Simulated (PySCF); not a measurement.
## Excitation energy of In by level of theory

In [Kr] 4d10 5s2 5p1 (2P) → In [Kr] 4d10 5s1 5p1 5d1 (high-spin determinant), as a difference of total energies. Calculation: PySCF 2.14, in x2c-TZVPPall with one added diffuse shell each of s, p, d, f type (9s7p5d3f, 76 functions); the spin-free X2C one-electron Hamiltonian (Gaussian nucleus). Correlated levels: valence and next inner shell: [Ar] 3d10 frozen. The calculations carry no spin-orbit coupling.

```tsv
method	excitation energy (eV)
UHF	7.834
MP2 (valence and next inner shell)	9.383
SCS-MP2 (valence and next inner shell)	9.447
CCSD (valence and next inner shell)	9.249
CCSD(T) (valence and next inner shell)	9.326
```

How much does correlation contribute at CCSD(T) (valence and next inner shell)?

9.326 − (7.834) = 1.492 eV, measured against UHF.

The upper state lies above the first ionisation limit, but in LS coupling its spin forbids autoionisation to the ground ion; at this Z spin-orbit coupling breaks that rule.

The promoted electron is Rydberg-like, and one or two diffuse shells describe it only roughly, which tends to raise the upper state.

The determinant of the upper state mixes LS terms, which raises its energy above the lowest term, most at the Hartree-Fock and MP2 levels.
